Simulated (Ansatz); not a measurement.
The cluster AlSi6, relaxed as a doublet with UKS B3LYP-D4/def2-SVP in Ansatz, starting from the GFN2-xTB geometry. Force threshold 0.02 eV/Å.

Another isomer (doublet) lies 1.00 eV lower at PBE0-D4/def2-TZVP; other spin states weren't run for this one.

Start:

Cartesian coordinates in Å:
```
Al 0.389 -0.822 1.020
Si 0.401 3.166 0.545
Si -0.207 1.357 -0.654
Si -0.988 0.007 -2.321
Si 0.892 1.332 1.904
Si -0.580 -1.871 -1.112
Si 0.094 -3.168 0.619
```

```
step  energy (eV)  largest force component (eV/Å)  SCF passes
   1  -53845.5635                           1.636          26
   2  -53845.9899                           0.803          29
   3  -53846.1089                           0.854          30
   4  -53846.1902                           0.479          24
   5  -53846.2435                           0.140          30
   6  -53846.2476                           0.055          24
   7  -53846.2481                           0.010          21
```

Force components are those of the run's own axes.

End:

```xyz
7

Al    0.520   -0.973    1.339
Si    0.308    3.104    0.326
Si   -0.126    0.945   -0.415
Si   -1.039    0.177   -2.453
Si    0.802    1.362    1.702
Si   -0.501   -1.465   -0.985
Si    0.037   -3.149    0.485
```

Bonds formed: Si3–Si6 (atoms count from 1).

No frequencies were taken in this run, so the end may be a saddle point.

Run time 95 s (4 threads of Intel Xeon on a shared host).
